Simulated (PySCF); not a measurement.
Compound: C₆H₁₀FN.
Atom-mapped SMILES: `[CH2:1]=[N:2][CH2:3][C@@H:4]1[CH2:5][CH2:6][C@@H:7]1[F:8]` (hydrogens: H9, H10 on C1; H11, H12 on C3; H13 on C4; H14, H15 on C5; H16, H17 on C6; H18 on C7)

The same species was optimised twice, with GFN2-xTB and with PBE0-D3(BJ)/def2-SVP (PySCF), and the same property calculations (PySCF, gas phase) were run on both structures.

| coordinate | GFN2-xTB | PBE0-D3(BJ)/def2-SVP | change |
| --- | --- | --- | --- |
| C1=N2 (Å) | 1.249 | 1.261 | +0.012 |
| N2–C3 (Å) | 1.432 | 1.440 | +0.008 |
| C5–C6 (Å) | 1.537 | 1.543 | +0.006 |
| C4–C5 (Å) | 1.541 | 1.547 | +0.006 |
| C3–C4 (Å) | 1.529 | 1.523 | -0.006 |
| C7–F8 (Å) | 1.374 | 1.371 | -0.003 |
| C6–C7 (Å) | 1.529 | 1.526 | -0.003 |
| C4–C7 (Å) | 1.541 | 1.539 | -0.002 |
| N2–C3–C4 (°) | 110.9 | 113.3 | +2.4 |
| C1–N2–C3 (°) | 120.3 | 118.6 | -1.7 |
| C6–C7–F8 (°) | 116.0 | 117.5 | +1.5 |
| C3–C4–C5 (°) | 114.0 | 115.4 | +1.4 |
| C5–C4–C7 (°) | 88.4 | 87.4 | -1.0 |
| C5–C6–C7 (°) | 89.0 | 88.0 | -1.0 |
| C4–C5–C6 (°) | 89.6 | 89.2 | -0.4 |
| C4–C7–F8 (°) | 116.4 | 116.6 | +0.2 |
| C1–N2–C3–C4 (°) | 125 | 129 | +4 |
| N2–C3–C4–C5 (°) | 41 | 40 | -1 |

Rotational constants: A = 2891, B = 1894, C = 1559 MHz (GFN2-xTB) against A = 2876, B = 1825, C = 1508 MHz (PBE0-D3(BJ)/def2-SVP). Point groups within 0.08 Å: C1 and C1.

On the GFN2-xTB structure: lowest singlet, TDDFT (eV) 4.93 [CAM-B3LYP/def2-SVPD]; lowest triplet, Tamm–Dancoff (eV) 4.14 [CAM-B3LYP/def2-SVPD]; isotropic polarisability (au) 75.9 [CAM-B3LYP/def2-SVPD]; HOMO (eV) -8.66 [CAM-B3LYP/def2-SVPD]; LUMO (eV) 0.80 [CAM-B3LYP/def2-SVPD]; dipole (D) 1.07 [CAM-B3LYP/def2-SVPD]; HOMO (eV) -7.18 [PBE0/pcSseg-1]; LUMO (eV) -0.15 [PBE0/pcSseg-1]; dipole (D) 1.02 [PBE0/pcSseg-1]; GIAO shielding of C1 (ppm) 26.7 [PBE0/pcSseg-1]; GIAO shielding of N2 (ppm) -136.3 [PBE0/pcSseg-1]; GIAO shielding of C3 (ppm) 122.1 [PBE0/pcSseg-1]; GIAO shielding of C4 (ppm) 142.8 [PBE0/pcSseg-1]; GIAO shielding of C5 (ppm) 170.7 [PBE0/pcSseg-1]; GIAO shielding of C6 (ppm) 155.0 [PBE0/pcSseg-1]; GIAO shielding of C7 (ppm) 95.7 [PBE0/pcSseg-1]; GIAO shielding of F8 (ppm) 377.8 [PBE0/pcSseg-1].

Question: What do these properties become on the PBE0-D3(BJ)/def2-SVP structure?

Answer: 
```csv
property,level,on GFN2-xTB,on PBE0-D3(BJ)/def2-SVP,change
"lowest singlet, TDDFT (eV)",CAM-B3LYP/def2-SVPD,4.93,4.93,0.00
"lowest triplet, Tamm–Dancoff (eV)",CAM-B3LYP/def2-SVPD,4.14,4.13,-0.01
isotropic polarisability (au),CAM-B3LYP/def2-SVPD,75.9,77.2,+1.3
HOMO (eV),CAM-B3LYP/def2-SVPD,-8.66,-8.78,-0.12
LUMO (eV),CAM-B3LYP/def2-SVPD,0.80,0.69,-0.11
dipole (D),CAM-B3LYP/def2-SVPD,1.07,1.08,+0.01
"energy, GFN2-xTB geometry as zero (kcal/mol)",CAM-B3LYP/def2-SVPD,0.0,-1.1,-1.1
HOMO (eV),PBE0/pcSseg-1,-7.18,-7.31,-0.13
LUMO (eV),PBE0/pcSseg-1,-0.15,-0.28,-0.13
dipole (D),PBE0/pcSseg-1,1.02,1.03,+0.01
"energy, GFN2-xTB geometry as zero (kcal/mol)",PBE0/pcSseg-1,0.0,-1.0,-1.0
GIAO shielding of C1 (ppm),PBE0/pcSseg-1,26.7,23.4,-3.3
GIAO shielding of N2 (ppm),PBE0/pcSseg-1,-136.3,-142.2,-5.9
GIAO shielding of C3 (ppm),PBE0/pcSseg-1,122.1,120.0,-2.1
GIAO shielding of C4 (ppm),PBE0/pcSseg-1,142.8,140.9,-1.9
GIAO shielding of C5 (ppm),PBE0/pcSseg-1,170.7,168.2,-2.5
GIAO shielding of C6 (ppm),PBE0/pcSseg-1,155.0,152.4,-2.6
GIAO shielding of C7 (ppm),PBE0/pcSseg-1,95.7,96.4,+0.7
GIAO shielding of F8 (ppm),PBE0/pcSseg-1,377.8,374.7,-3.1
```

The heavy atoms differ by 0.060 Å rms after alignment. Among bonds between heavy atoms C1=N2 changes most (+0.012 Å). Changes are differences of the printed values. Neither structure is proved a minimum here.

The values belong to the conformer `[CH2:1]=[N:2][CH2:3][C@@H:4]1[CH2:5][CH2:6][C@@H:7]1[F:8]`: C1–N2–C3–C4 129°, N2–C3–C4–C5 40°.
